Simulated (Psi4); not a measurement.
C2H6N (SMILES [CH2]NC), doublet, at a GFN2-xTB geometry. Base run: TPSS/3-21G (Psi4).

Here is a job for Psi4.
```
memory 2 GB

molecule {
0 2
  C     1.20091201   -0.35409013   -0.26035158
  N     0.15514093    0.39416532    0.26496238
  C    -1.19676442   -0.02448973   -0.00558254
  H     1.05672953   -0.73061468   -1.25611142
  H     2.18829747   -0.05352778    0.03476338
  H     0.30544302    0.67453837    1.22592736
  H    -1.48256189   -0.93781616    0.53384176
  H    -1.29621216   -0.21507721   -1.07354631
  H    -1.88256807    0.77481933    0.27599336
}

set basis 3-21g
set reference uks

energy('tpss')
print_variables()
```

The base run was repeated with changes; each row names its change, and settings that it needs were set with it.

```csv
change,ΔE vs base (mEh),SCF cycles,grid points,basis functions
base,0.000,9,192903,39
dft_spherical_points = 974,0.007,9,621038,39
dft_spherical_points = 194,-0.019,9,123974,39
scf_type = out_of_core,0.114,9,192903,39
guess = modhuckel,0.000,10,192903,39
puream = false,0.000,9,192903,39
d_convergence = 1e-4,0.000,7,192903,39
level_shift = 0.3,0.000,9,192903,39
ints_tolerance = 1e-8,0.000,9,192903,39
dft_pruning_scheme = robust,0.000,9,132285,39
level_shift = 1.0,0.000,9,192903,39
puream = true,-0.061,9,192903,39
dft_basis_tolerance = 1e-8,0.000,9,190595,39
```

Open shells are given as the SCF converged; they aren't shown to be the lowest states, and a large step between rows can be another state.
